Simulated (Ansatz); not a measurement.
```yaml
crystal:
  periodic: [true, true, true]
  atoms:
    - {symbol: Cl, position_ang: [-2.798975, -0.604764, 0.517060]}
    - {symbol: Zr, position_ang: [-0.519597, -0.287761, 0.202935]}
    - {symbol: Se, position_ang: [0.340327, 1.786193, 1.412523]}
    - {symbol: Se, position_ang: [0.829582, -2.185648, 1.238628]}
    - {symbol: Se, position_ang: [0.019218, -0.064039, -2.288466]}
    - {symbol: H, position_ang: [-0.701669, 2.553416, 0.700228]}
    - {symbol: H, position_ang: [1.737031, -2.051224, 0.084580]}
    - {symbol: H, position_ang: [1.094091, 0.853827, -1.867489]}
basis:
  gaussian: {orbitals: def2-TZVPD}
total_charge: 1
magnetization: {spin_polarized: true, initial_magnetization: 1}
hamiltonian: {xc: {name: PBE0-DH}}
scf: {lower_state_search: off}
output: {forces: true}
```

```sh
$ ansatz run in.yaml --threads 4 --pin off --events-out ev --progress --plain --max-ram 11315MiB
```

It prints (some lines left out):

```
Error: YAML parse error: error: line 2 column 3: crystal: missing field `lattice` (a structure is typed as `lattice` and `atoms`, a molecule's as `atoms` in Å alone, or read from a run's directory, `checkpoint`)
 --> <input>:2:3
1 | crystal:
2 |   periodic: [true, true, true]
3 |   atoms:
4 |     - {symbol: Cl, position_ang: [-2.798975, -0.604764, 0.517060]}
```

Q: Something in this input is off. What?

A: The molecule is marked periodic without a cell. The program refused the input.
